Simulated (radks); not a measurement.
Polarisability of neutral tellurium, [Kr] 4d10 5s2 5p4, at imaginary frequency. Method: scalar-relativistic Kohn-Sham, LDA (Slater exchange, Perdew-Wang correlation), spin-polarised, spherical densities, finite nucleus; open shells are filled with parallel spins first (spin-orbit coupling, left out, can overturn this in heavy ions); Fermi nuclear charge, rms radius 4.7423 fm; computed with a radial shooting solver on a logarithmic mesh with Libxc functionals. Response by self-consistent Sternheimer equations with the Hartree and adiabatic LDA kernel, the relativistic mass of each level held fixed and spin-orbit coupling left out.

| w (hartree) | alpha1(iw) (bohr^3) |
|---|---|
| 0.00266 | 40.70 |
| 0.0143 | 40.62 |
| 0.0360 | 40.16 |
| 0.0697 | 38.76 |
| 0.118 | 35.72 |
| 0.186 | 30.70 |
| 0.280 | 24.19 |
| 0.413 | 17.38 |
| 0.605 | 11.43 |
| 0.892 | 6.972 |
| 1.35 | 4.006 |
| 2.12 | 2.162 |
| 3.59 | 1.030 |
| 6.94 | 0.3697 |
| 17.5 | 0.07956 |

Static values: alpha1 = 40.70 bohr^3 (6.032 angstrom^3; uncoupled 64.17). C6 = 447.5, triple-dipole C9 = 12910 atomic units. One-pole (London) frequency 4 C6 / (3 alpha1^2) = 0.360 hartree, against 0.202 for minus the highest occupied eigenvalue. Recommended static value: 38 bohr^3 (Schwerdtfeger and Nagle, 2023 table).
